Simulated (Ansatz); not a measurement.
Consider the substitution at a C–C bond: `CC(C)[SiH]` + `BC(=O)O` → `BC(=O)OC` + `CC[SiH]`.

Isolated molecules relaxed with PBE0-D4/def2-TZVP in Ansatz; ΔE leaves out vibrations. CCSD(T)/CBS adds triple-zeta CCSD(T) − MP2 to the extrapolated MP2 energy (def2 sets, frozen cores). Functionals use def2-TZVPP. One conformer a species, not always the lowest.

Is it downhill or uphill in electronic energy at CCSD(T)/CBS, and by how much? (Estimate.)

Computed: Uphill: ΔE = +39.0 kJ/mol.

What do these levels give: LDA (SPW92), PBE-D4, r2SCANh-D4, ωB97X-V, ωB97M-V, B2PLYP, PBE-QIDH, revPBE, LC-ωPBE, RPA@PBE/def2-TZVPP, HF/def2-SVP, MP2/def2-QZVPP? (Best estimate.)

The calculation gave: LDA (SPW92) 63.4, PBE-D4 50.4, r2SCANh-D4 46.2, ωB97X-V 37.1, ωB97M-V 42.7, B2PLYP 33.6, PBE-QIDH 48.4, revPBE 41.4, LC-ωPBE 44.4, RPA@PBE/def2-TZVPP 28.0, HF/def2-SVP 2.4, MP2/def2-QZVPP 49.9 kJ/mol.

Largest T1 diagnostic among the species: 0.019.

The D4 term adds +5.2 kJ/mol with B3LYP and +2.6 kJ/mol with PBE0; it sums over pairs of atoms, weighted by their polarisabilities, and B3LYP, whose exchange is more repulsive, gets the larger term. Leaving LDA and LC-ωPBE aside and taking each functional with its dispersion term where it has one, the values, not all of them listed here, spread over 21.5 kJ/mol, from BHLYP-D4 to PBE-D4. LDA lies +16.1 kJ/mol from PBE without D4. In def2-TZVPP, CCSD(T) changes the Hartree–Fock value by +30.3 kJ/mol (the triples alone add +4.6 kJ/mol) and MP2 by +42.0 kJ/mol.

B3LYP here is the variant with VWN-RPA as its local correlation; programs differ in this.
